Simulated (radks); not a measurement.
Results of a calculation; reference values are marked as such.
Q: Radial electron density D(r) = 4 pi r^2 rho(r) of an atom or ion with 14 electrons. Level of theory: Dirac Kohn-Sham, PBE, spin-unpolarised, spherical densities, finite nucleus; Fermi nuclear charge, rms radius of each element as measured or else 0.836 A^(1/3) + 0.57 fm (a radial shooting solver on a logarithmic mesh with Libxc functionals).

| r (bohr) | D(r) (e/bohr) |
|---|---|
| 0.003556 | 0.5682 |
| 0.004009 | 0.7092 |
| 0.004521 | 0.8832 |
| 0.005097 | 1.097 |
| 0.005747 | 1.360 |
| 0.006479 | 1.680 |
| 0.007247 | 2.041 |
| 0.008171 | 2.504 |
| 0.009213 | 3.060 |
| 0.01039 | 3.721 |
| 0.01171 | 4.501 |
| 0.01321 | 5.412 |
| 0.01489 | 6.462 |
| 0.01679 | 7.658 |
| 0.01893 | 8.997 |
| 0.02134 | 10.47 |
| 0.02406 | 12.05 |
| 0.02713 | 13.70 |
| 0.03059 | 15.37 |
| 0.03449 | 16.97 |
| 0.03889 | 18.43 |
| 0.04384 | 19.65 |
| 0.04904 | 20.46 |
| 0.05529 | 20.92 |
| 0.06234 | 20.89 |
| 0.07029 | 20.36 |
| 0.07925 | 19.38 |
| 0.08936 | 18.09 |
| 0.1007 | 16.69 |
| 0.1136 | 15.44 |
| 0.1281 | 14.59 |
| 0.1444 | 14.37 |
| 0.1628 | 14.88 |
| 0.1836 | 16.06 |
| 0.207 | 17.67 |
| 0.2334 | 19.33 |
| 0.2631 | 20.57 |
| 0.2967 | 20.96 |
| 0.3318 | 20.31 |
| 0.3741 | 18.49 |
| 0.4218 | 15.73 |
| 0.4756 | 12.47 |
| 0.5363 | 9.269 |
| 0.6046 | 6.632 |
| 0.6817 | 4.859 |
| 0.7686 | 3.982 |
| 0.8667 | 3.785 |
| 0.9771 | 3.902 |
| 1.102 | 3.963 |
| 1.242 | 3.732 |
| 1.401 | 3.165 |
| 1.579 | 2.383 |
| 1.78 | 1.581 |
| 2.007 | 0.9176 |
| 2.245 | 0.4863 |
| 2.532 | 0.2124 |
| 2.854 | 0.07817 |
| 3.218 | 0.02376 |
| 3.629 | 0.005840 |
| 4.091 | 0.001136 |
| 4.613 | 0.0001704 |

What is the nuclear charge?

A: Z = 18. The innermost maximum, from 1s, lies near gamma/Z bohr with gamma = sqrt(1 - (Z/c)^2) = 0.991, here 0.0551 bohr (found: 0.0585), and its height grows with Z. The density is that of the argon ion Ar4+ in [Ne] 3s2 3p2; the configuration itself is not fixed sharply by these data, and Z only to about a unit. D(r) has 3 maxima, at r = 0.0585, 0.292, 1.08 bohr, and minima at 0.141, 0.860 bohr, inside which lie 2.17, 10.47 electrons.
